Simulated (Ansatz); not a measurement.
Species: WBr (charge 0, sextet). The spin state was set by rule; other spins were not relaxed. 
Coordinates optimised at B3LYP-D3(BJ)/def2-TZVP (Ansatz, an electronic-structure program):
```xyz
2

W      0.0000     0.0000    -0.7855
Br     0.0000     0.0000     1.6608
```
Charge 0, spin multiplicity 6.

Dipole moments at this geometry, in debye (magnitudes).

```json
[
 {"level": "SVWN5/def2-TZVPD", "program": "Ansatz", "dipole (D)": "2.89"},
 {"level": "PBE/def2-TZVPD", "program": "Ansatz", "dipole (D)": "3.04"},
 {"level": "BLYP/def2-TZVPD", "program": "Ansatz", "dipole (D)": "2.94"},
 {"level": "revPBE/def2-TZVPD", "program": "Ansatz", "dipole (D)": "3.08"},
 {"level": "r2SCAN/def2-TZVPD", "program": "Ansatz", "dipole (D)": "3.39"},
 {"level": "B3LYP/def2-TZVPD", "program": "Ansatz", "dipole (D)": "3.39"},
 {"level": "r2SCANh/def2-TZVPD", "program": "Ansatz", "dipole (D)": "3.55"},
 {"level": "r2SCAN0/def2-TZVPD", "program": "Ansatz", "dipole (D)": "3.78"},
 {"level": "HSE06/def2-TZVPD", "program": "Ansatz", "dipole (D)": "3.57"},
 {"level": "LC-wPBE/def2-TZVPD", "program": "Ansatz", "dipole (D)": "3.97"},
 {"level": "wB97M-V/def2-TZVPD", "program": "Ansatz", "dipole (D)": "3.76"},
 {"level": "wB97X-V/def2-TZVPD", "program": "Ansatz", "dipole (D)": "3.77"},
 {"level": "CCSD(T)/def2-SVPD", "program": "Ansatz", "dipole (D)": "3.86"}
]
```
